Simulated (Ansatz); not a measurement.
A series at Ge: from digermane, ligands are replaced one by one, each step taking up H–F and setting free H₂; n counts the steps. Ansatz, PBE0-D4/def2-TZVP geometries.

CBS adds triple-zeta CCSD(T) − MP2 to the MP2 limit, frozen cores; atoms without spin–orbit coupling. Outer-core shells of Ge are correlated without core-valence functions. Scalar relativity is left out up to krypton. Spin–orbit coupling is left out.

```json
{"n": "0", "molecule": "`[GeH3][GeH3]`", "atomization energy, CCSD(T)/CBS (kJ/mol)": "?"}
{"n": "1", "molecule": "`[F][GeH2][GeH3]`", "atomization energy, CCSD(T)/CBS (kJ/mol)": "2214.7"}
{"n": "2", "molecule": "`[F][GeH]([F])[GeH3]`", "atomization energy, CCSD(T)/CBS (kJ/mol)": "2398.1"}
{"n": "3", "molecule": "`[F][Ge]([F])([F])[GeH3]`", "atomization energy, CCSD(T)/CBS (kJ/mol)": "2588.7"}
```

**Question.** By hand: fit a straight line y = ȳ + b (n − n̄) to the 3 given rows and predict n = 0.

**Answer.** n̄ = 2.000, ȳ = 2400.50; Σ(n − n̄)(y − ȳ) = 374.00, Σ(n − n̄)² = 2.000, so b = 187.00 kJ/mol a step. Prediction: 2400.50 + (187.00) × (-2.000) = 2026.5 kJ/mol.

**Question.** By hand: compare with the computed value, 2054.9 kJ/mol, and give the steps along the whole series.

**Answer.** The line misses by 28.4 kJ/mol (computed minus predicted). Steps: 159.8, 183.4, 190.6 kJ/mol.

The steps grow at each stage, from 159.8 to 190.6 kJ/mol, so the series is curved and an end member is harder to predict than an inner one. The miss is 5.3 % of the series' range. The energies themselves are unsure by some kJ/mol a bond, though much of that is common to the series.
